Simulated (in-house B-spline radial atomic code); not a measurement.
## Ni II (Ni+): [Ne] 3s2 3p5 3d9 6g1 (an excited or competing configuration)

Method: Dirac-Hartree-Fock, average of configuration, Fermi nucleus of rms radius 3.7757 fm. Calculated with a B-spline radial code for spherical atoms.

Screening seen three ways: the hydrogenic charge with the same mean radius, Z_r = [3n² - l(l+1)]/(2<r>), the one with the same energy, Z_e = n√(-2ε), and Slater's rules. Values are occupation-weighted means over j.

```
shell  electrons   ε (eV)  <r> (bohr)    Z_r    Z_e  Slater
   1s          2    -8431     0.05405  27.75  24.89   27.70
   2s          2  -1071.9      0.2434  24.65  17.75   23.85
   2p          6  -921.32      0.2151  23.25  16.46   23.85
   3s          2  -153.58      0.7403  18.24  10.08   17.10
   3p          5  -110.05      0.7777  16.07   8.53   17.10
   3d          9  -36.927      0.9442  11.12   4.94    8.20
   6g          1  -1.5118          22   2.00   2.00       -
```

The least bound orbital is 6g9/2 at -1.512 eV, and it is also the most diffuse (<r> = 22 bohr).

Spin-orbit splittings of the orbital energies (j = l + 1/2 above j = l - 1/2 when positive): 2p 17.77 eV, 3p 2.342 eV, 3d 0.2811 eV, 6g 2.304e-06 eV.

For the 1s electron the small component carries 1.02 % of the norm, the zero-frequency Breit interaction raises the level by 10.54 eV, self-energy by 5.315 eV, and vacuum polarisation lowers it by 0.4728 eV.
